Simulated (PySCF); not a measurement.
**Dipole response of In⁺ (indium, charge +1)**

[Kr] 4d10 5s1 5p1, high-spin 3P determinant (an excited configuration). All numbers are calculated (PySCF 2.14, scalar relativity through the core potential, in def2-TZVPPD with the def2 core potential (28 electrons) (7s5p4d2f, 56 functions)). Coupled (time-dependent) response in atomic units; α is the mean over directions.

| method | mean α (bohr³) | α xx, yy, zz | C₆ (like pair) | S(−4) |
| --- | --- | --- | --- | --- |
| UHF | 30.35 | 30.02, 31.01, 30.02 | 216.3 | 416.9 |
| PBE | 28.98 | 26.56, 33.82, 26.56 | 204.0 | 398.4 |
| PBE0 | 28.81 | 26.98, 32.48, 26.98 | 202.8 | 383.5 |
| revPBE | 29.31 | 26.88, 34.17, 26.88 | 206.9 | 408.6 |
| MN15 | 27.21 | 26.12, 29.38, 26.12 | 189.0 | 336.3 |

S(−4) is the Cauchy moment in α(ω) = α(0) + S(−4) ω² + …

Spin-orbit coupling is absent.

α(iu) at PBE:

| u (hartree) | α(iu) (bohr³) |
| --- | --- |
| 0 | 28.98 |
| 0.0500 | 28.02 |
| 0.100 | 25.57 |
| 0.200 | 19.41 |
| 0.300 | 14.43 |
| 0.500 | 8.828 |
| 0.750 | 5.744 |
| 1.00 | 4.218 |
| 1.50 | 2.701 |
| 2.00 | 1.931 |
| 3.00 | 1.147 |
| 5.00 | 0.5357 |

For an ion, C₆ is the dispersion term alone; charge-induced terms of lower order in 1/R come first.

The components differ because the open shell of this determinant is not spherical; for a pure term their mean is the scalar polarisability.

Energies and moments cover only the electrons outside the core potential.
